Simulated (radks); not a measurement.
Species: Ge3+. Configuration: [Ar] 3d10 4s1.

All-electron calculation, scalar-relativistic Kohn-Sham, PW91, spin-polarised, spherical densities, finite nucleus; open shells are filled with parallel spins first; Fermi nuclear charge, rms radius 4.0742 fm. Program: a radial shooting solver on a logarithmic mesh with Libxc functionals.

Energy parts (hartree):
part                       energy
total                 -2097.17936
kinetic                2135.18224
electron-nucleus      -5017.85145
Hartree                 864.65362
exchange-correlation    -79.16377

Orbitals (lengths in bohr, moments of r in powers of bohr; r(max) is where P^2 peaks):
orbital,occ.,eigenvalue (hartree),<r^2>,r(max),<1/r>
1s up,1,-404.1619,0.002973,0.03073,32.38
1s down,1,-404.1588,0.002973,0.03073,32.38
2s up,1,-51.67516,0.05203,0.1760,7.107
2s down,1,-51.67389,0.05203,0.1760,7.106
2p up,3,-45.32512,0.04134,0.1411,6.969
2p down,3,-45.32355,0.04134,0.1411,6.969
3s up,1,-7.44460,0.4496,0.5423,2.283
3s down,1,-7.44028,0.4488,0.5424,2.284
3p up,3,-5.50393,0.4924,0.5430,2.130
3p down,3,-5.49845,0.4906,0.5430,2.132
3d up,5,-2.32794,0.6718,0.5032,1.791
3d down,5,-2.31728,0.6598,0.5027,1.799
4s up,1,-1.51802,3.841,1.620,0.7134
4s down,0,-1.46319,3.835,1.620,0.7129
4p up,0,-1.13371,5.201,1.857,0.6076
4p down,0,-1.07905,5.124,1.874,0.6092

The highest occupied level is 4s up at -41.307 eV. Spin moment in Bohr magnetons: 1. The electron density at the nucleus is 3.209e+04 e/bohr^3 (large components only). The spin density at the nucleus is 24.67 e/bohr^3 (1s 0.15, 2s 0.09, 3s -0.17, 4s 24.60). The density falls to 0.001 e/bohr^3 at r = 3.03 bohr.

Run on one thread of a shared host, so times are rough (Arm Neoverse V2): 0.19 s of CPU time, 0.19 s wall, 22 iterations on 2213 mesh points.
